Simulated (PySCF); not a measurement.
# One molecule, several mistakes: B2CH6Si

Calculated results; nothing here was measured. They come from PySCF 2.14.0, an open-source quantum chemistry program, on an isolated molecule that a program drew, which may never have been made. The molecule is B2CH6Si (charge 0, singlet), drawn as the SMILES string `C=BB[SiH3]`.

Each row is a Hartree-Fock (HF) and frozen-core CCSD(T) single point in the cc-pV(D+d)Z basis, meant for a local HF minimum. Run 1 is clean. Each other run has one planted mistake out of seven kinds, and not every kind appears here: one electron removed, one electron added, multiplicity raised by two, geometry at a saddle point, minimal basis STO-3G, one bond length entered in bohr, all coordinates scaled. The reference is restricted for singlets and unrestricted otherwise, and also for a bond in bohr. Adding or removing an electron swaps singlet and doublet. Electrons count all cores. HOMO and LUMO are orbital energies over both spins, the gradient is its largest component, and the lowest frequency (negative if imaginary) is given only where the gradient is small. Bond lengths are over the 9 bonds as drawn. T1 is the CCSD diagnostic: over 0.02 (restricted) or 0.045 (unrestricted) a single reference is doubtful.

Geometry of the clean run:
```xyz
10
B2CH6Si, angstrom
C    -0.2287   -2.5641   -0.5904
B     0.1901   -1.3055   -0.1601
B     0.6476    0.1770    0.3795
Si   -0.3316    1.1940    1.8551
H     0.2846   -3.1106   -1.3748
H    -1.0924   -3.0615   -0.1606
H     1.6066    0.7089   -0.1093
H    -1.4910    0.4576    2.4152
H    -0.8205    2.4855    1.3087
H     0.6167    1.4798    2.9617
```

| run | electrons | basis functions | <S^2> | HOMO (eV) | LUMO (eV) | gradient (hartree/bohr) | lowest frequency (cm^-1) | mean bond (Å) | longest bond (Å) | T1 | HF (hartree) | CCSD(T) (hartree) | mistake |
|---|---|---|---|---|---|---|---|---|---|---|---|---|---|
| 1 | 36 | 95 | 0.000 | -9.03 | 0.80 | 2.8e-05 | 67 | 1.4338 | 2.042 | 0.0179 | -379.58528 | -380.05239 | no fault |
| 2 | 36 | 95 | 2.015 | -6.99 | -0.25 | 1.3e-01 | - | 1.4338 | 2.042 | 0.0158 | -379.52812 | -379.96287 | multiplicity raised by two |
| 3 | 35 | 95 | 0.755 | -16.30 | -6.66 | 5.9e-02 | - | 1.4338 | 2.042 | 0.0163 | -379.30544 | -379.72030 | one electron removed |
| 4 | 36 | 95 | 1.595 | -8.62 | 0.77 | 1.7e-02 | - | 1.5716 | 2.635 | 0.0939 | -379.37974 | -379.84705 | one bond length entered in bohr |
| 5 | 36 | 95 | 0.000 | -8.83 | 0.71 | 2.0e-02 | - | 1.4825 | 2.112 | 0.0184 | -379.57569 | -380.04754 | ? |
| 6 | 37 | 95 | 0.801 | -1.27 | 7.61 | 3.1e-02 | - | 1.4338 | 2.042 | 0.0175 | -379.59245 | -380.07247 | ? |

**Which mistake was planted in run 5, and what did it cost?**

The mean and the longest bond both change by the same factor, 1.034, and the gradient is no longer small. So the mistake is: all coordinates scaled. Subtracting run 1 and multiplying by 627.51 kcal/mol a hartree, the energy moved by 6.0 kcal/mol in HF and 3.0 kcal/mol in CCSD(T).

**Which mistake was planted in run 6, and what did it cost?**

It counts 37 electrons, one more than the clean run, at the same geometry and basis. So the mistake is: one electron added. Subtracting run 1 and multiplying by 627.51 kcal/mol a hartree, the energy moved by -4.5 kcal/mol in HF and -12.6 kcal/mol in CCSD(T).

Cautions from the logs. Run 4: T1 is over the limit, so its CCSD(T) energy is less reliable.
